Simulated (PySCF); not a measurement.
# Trend along group 15: MBr anions

PBE0 with triple-zeta basis sets in PySCF, for the lowest determinant that a PBE0 search found; no spin–orbit coupling. De refers to high-spin ground-configuration atoms (the charge goes to the atom of lower measured ionisation energy or higher electron affinity, which is not always the lowest computed limit). A positive dipole points towards Br; it is taken about the centre of mass and depends on that origin.

| M | basis | charged atom | state (unpaired electrons) | Re (Å) | ωe (cm⁻¹) | De (eV) | μ (D) |
| --- | --- | --- | --- | --- | --- | --- | --- |
| P | def2-TZVPPD | Br− | doublet (π ↑) | 2.316 | 335 | 0.73 | 3.95 |
| Sb | def2-TZVPPD | Br− | doublet (π ↑) | 2.633 | 200 | 0.72 | 0.13 |

The row for M = As is missing. Estimate Re, ωe and De as the mean of the rows for P and Sb, and compare with the calculation.

The means are 2.474 Å, 268 cm⁻¹ and 0.72 eV. PBE0 in def2-TZVPPD gives AsBr⁻ as a doublet (π ↑) with Re = 2.438 Å, ωe = 242 cm⁻¹, De = 0.63 eV, so the estimate is off by +3.6 pm, +11 % and +0.10 eV.

These are scalar-relativistic numbers at best; spin–orbit coupling would shift them, the dissociation energy most. For an ion De counts to the pair picked by the measured ionisation energies or electron affinities, which need not be the lowest pair at this level. The highest Kohn–Sham level is positive in some of these anions. Much of that is self-interaction error, but it also means that the finite basis helps to hold the extra electron. States were picked by a PBE0 search and need not be the measured ground states.
